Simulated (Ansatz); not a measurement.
Consider the substitution at a C–C bond: `CBC(N)C#N` + `OBO` → `N#COBO` + `CBCN`.

Program: Ansatz. Geometries: PBE0-D4/def2-TZVP. ΔE: electronic, gas phase. CCSD(T)/CBS is the MP2 limit (def2-TZVPP, def2-QZVPP) plus CCSD(T) − MP2 in def2-TZVPP, frozen cores. This one scheme is used for every species. One conformer a species, not always the lowest.

`CBC(N)C#N`:

Cartesian coordinates in Å:
```
C -1.210 0.216 1.478
B 0.093 0.507 0.705
C 0.554 -0.322 -0.558
N 1.410 0.399 -1.479
C -0.565 -0.939 -1.259
N -1.458 -1.434 -1.790
H -1.667 -0.755 1.274
H -1.133 0.387 2.554
H -1.923 0.972 1.109
H 0.848 1.373 1.054
H 1.063 -1.165 -0.030
H 1.928 -0.221 -2.087
H 2.061 0.982 -0.971
```

`OBO`:

```xyz
6

O    -0.842    0.484   -0.501
B     0.082   -0.336    0.076
O     1.195    0.203    0.627
H    -1.593    0.011   -0.862
H    -0.055   -1.525    0.115
H     1.214    1.162    0.546
```

`N#COBO`:

```xyz
7

N    -0.397    0.707   -2.733
C    -0.556    0.325   -1.656
O    -0.787   -0.113   -0.473
B     0.195   -0.095    0.519
O    -0.207   -0.587    1.695
H     1.280    0.336    0.275
H     0.471   -0.573    2.373
```

`CBCN`:

Z-matrix (Å, degrees):
```
C
B 1 1.557
H 1 1.093 2 115.2
H 1 1.100 2 107.2 3 -119.7
H 1 1.094 2 112.2 3 125.9
C 2 1.555 1 121.9 3 6.6
H 2 1.205 1 118.9 3 -171.7
N 6 1.451 2 116.5 1 166.8
H 6 1.099 2 109.3 1 41.5
H 6 1.114 2 102.1 1 -67.8
H 8 1.011 6 110.9 2 41.7
H 8 1.011 6 112.2 2 162.3
```

```csv
species,CCSD(T)/CBS(def2) energy (Eh)
`CBC(N)C#N`,-252.53982
`OBO`,-177.05255
`N#COBO`,-269.15112
`CBCN`,-160.40477
```

Question: Work out ΔE.

Answer: ΔE = (-269.15112) + (-160.40477) − (-252.53982) − (-177.05255) = 0.03648 Eh = +95.8 kJ/mol.

Largest T1 diagnostic among the species: 0.015.

In def2-TZVPP, CCSD(T) changes the Hartree–Fock value by +11.4 kJ/mol (the triples alone add +0.8 kJ/mol) and MP2 by +17.1 kJ/mol. From PBE to PBE0 (25 % exact exchange), in def2-TZVPP and without D4, ΔE moves by +4.1 kJ/mol. The D4 term adds +5.0 kJ/mol with B3LYP and +2.9 kJ/mol with PBE0; it sums over pairs of atoms, weighted by their polarisabilities, and B3LYP, whose exchange is more repulsive, gets the larger term.

B3LYP here is the variant with VWN-RPA as its local correlation; programs differ in this.
